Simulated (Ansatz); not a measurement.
`BN/C(C)=C\F`. Total charge 0; spin multiplicity 1. All single points use the PBE0-D4/def2-TZVP geometry. It is one conformer, not always the lowest.

```xyz
13

B     1.337    1.496   -0.319
N     1.065    0.139   -0.138
C    -0.163   -0.490    0.073
C    -1.396    0.340    0.123
C    -0.226   -1.810    0.225
F     0.890   -2.564    0.180
H     2.477    1.812   -0.485
H     0.453    2.297   -0.305
H     1.835   -0.513   -0.154
H    -1.539    0.887   -0.812
H    -2.268   -0.292    0.293
H    -1.339    1.079    0.926
H    -1.127   -2.381    0.392
```

**Question.** What is the dipole moment at PBE/def2-TZVPP? (An estimate is asked.)

**Answer.** Ansatz gave: 1.54 D, with components (-1.39, -0.62, 0.23) D in this frame, pointing from negative to positive charge.

**Question.** And with r2SCAN, B3LYP, ωB97M-V? (Best estimate.)

**Answer.** Computed: r2SCAN 1.47 D, B3LYP 1.47 D, ωB97M-V 1.42 D.

**Question.** Give the Mulliken charges with PBE, ωB97M-V, B3LYP in def2-TZVPP. (Best estimate.)

**Answer.** Computed: 
| atom | PBE | ωB97M-V | B3LYP |
| --- | --- | --- | --- |
| B1 | -0.15 | -0.18 | -0.13 |
| N2 | -0.09 | -0.16 | -0.15 |
| C3 | 0.05 | 0.12 | 0.09 |
| C4 | -0.23 | -0.32 | -0.23 |
| C5 | 0.07 | 0.08 | 0.08 |
| F6 | -0.18 | -0.22 | -0.22 |
| H7 | 0.00 | 0.06 | 0.02 |
| H8 | 0.00 | 0.07 | 0.02 |
| H9 | 0.15 | 0.12 | 0.15 |
| H10 | 0.10 | 0.13 | 0.10 |
| H11 | 0.08 | 0.09 | 0.08 |
| H12 | 0.10 | 0.13 | 0.10 |
| H13 | 0.09 | 0.09 | 0.10 |

B3LYP here is the variant with VWN-RPA as its local correlation; programs differ in this.
